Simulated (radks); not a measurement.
Q: The mean radii <r> (bohr) of the occupied orbitals of an atom or ion are listed with their occupations. All-electron calculation, non-relativistic Kohn-Sham, exchange-only B88, spin-polarised, spherical densities, point nucleus. Program: a radial shooting solver on a logarithmic mesh with Libxc functionals.

| orbital | occ. | <r> |
|---|---|---|
| 1s | 2 | 0.03814 |
| 2s | 2 | 0.1674 |
| 2p | 6 | 0.1437 |
| 3s | 2 | 0.4701 |
| 3p | 6 | 0.4670 |
| 3d | 10 | 0.4510 |
| 4s | 2 | 1.215 |
| 4p | 6 | 1.326 |

Name the element and its charge. Open shells, if any, are filled with parallel spins first.

A: Z = 40, zirconium, charge +4: Zr4+ in [Kr]. The 1s radius gives Z: for a bare nucleus <r> = 1.5/Z, 0.0375 bohr for Z = 40, and screening makes it slightly larger (0.03814 here). The occupations add up to 36, and the charge is Z minus that.
